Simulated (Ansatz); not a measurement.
Species: sum formula InCl2F, net charge 0, singlet state. SMILES: [In]([Cl])([Cl])[F]
Geometry: optimised at B3LYP-D3(BJ)/def2-TZVP (Ansatz, an electronic-structure program).

Computed values are from Ansatz. Correlated levels leave the core frozen unless marked. Open shells are spin-unrestricted. Spin-orbit coupling is left out. The frozen core is the preceding noble-gas configuration, with the filled d and f shells of earlier blocks. Past Kr the def2 sets carry scalar-relativistic core potentials. Basis-set limits of correlation are two-point, X^-3; Hartree-Fock from the larger set.

**Question.** What is the total energy at CCSD(T)/CBS(def2-TZVPPD,def2-QZVPPD)?

**Answer.** -1208.7608 Eh.

**Question.** What is the atomisation energy De at CCSD(T)/CBS(def2-TZVPPD,def2-QZVPPD)?

**Answer.** 265.9 kcal/mol.

**Question.** What is the dipole moment at CCSD(T)/def2-SVPD?

**Answer.** 1.05 D.

**Question.** What is the vertical ionisation energy (to the doublet) at CCSD(T)/CBS(def2-TZVPPD,def2-QZVPPD)?

**Answer.** 12.32 eV.

**Question.** What is the T1 diagnostic at CCSD/def2-QZVPPD?

**Answer.** 0.011.
